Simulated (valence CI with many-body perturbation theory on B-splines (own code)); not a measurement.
Zr³³⁺ in three bases

Calculated by valence CI with perturbative core correlation (CI+MBPT): five valence electrons over a frozen Dirac-Fock core [He], radial functions for each j: 9 s, 9 p, 8 d, 6 f, 3 g, 1 h, with the one-electron correlation potential Σ1 (screened to all orders), the two-electron term Σ2, the three-electron term Σ3, Breit, model QED; selected single and double excitations, second order for the rest, scaled by the run's own slope (own B-spline code, finite nucleus).

No measured spectrum was set against this ion. As an estimate, large intervals hold to a few tenths of a per cent, small ones and those within an open d or f shell to about a per cent. Among the levels kept, up to 5600 cm⁻¹ of a level comes from second order outside the variational space, and about a tenth of that is noise between levels of different J, which matters for small intervals.

The reference run has the lowest level (2s^2 2p1/2^2 2p3/2) J=3/2 and an ionisation energy of 4296.07 eV. Its largest variational space holds 27446 state functions.

Levels are named by their leading jj configuration (3d3/2^4 stands for four electrons in 3d with j = 3/2), which in mixed levels can hold well under half, so a name can repeat and another be missing. Letters in brackets count levels of one name in rising energy.

Changed runs:
A. basis 6 s, 6 p, 5 d, 3 f, 1 g
B. basis 5 s, 5 p, 4 d, 2 f

Excitation energies of the reference run in cm⁻¹, and shifts in cm⁻¹:

```csv
Level,Reference,A,B
(2s^2 2p1/2 2p3/2^2) J=3/2,631043,-39,-133
(2s^2 2p1/2 2p3/2^2) J=5/2,751071,+109,+263
(2s^2 2p1/2 2p3/2^2) J=1/2,908470,+94,+353
(2s^2 2p3/2^3) J=3/2,1539270,+46,+169
(2s 2p1/2^2 2p3/2^2) J=5/2,1797210,-39,-148
(2s 2p1/2^2 2p3/2^2) J=1/2,2136490,+29,+179
(2s 2p1/2^2 2p3/2^2) J=3/2,2138360,+49,+169
(2s 2p1/2 2p3/2^3) J=3/2 [a],2593620,+34,+136
(2s 2p1/2 2p3/2^3) J=5/2,2759210,+150,+435
(2s 2p1/2 2p3/2^3) J=1/2,2936120,+99,+396
(2s 2p1/2 2p3/2^3) J=3/2 [b],3030340,+199,+646
(2s 2p3/2^4) J=1/2,3708940,+129,+527
Ionisation energy (eV),4296.07,-0.033,-0.12
```
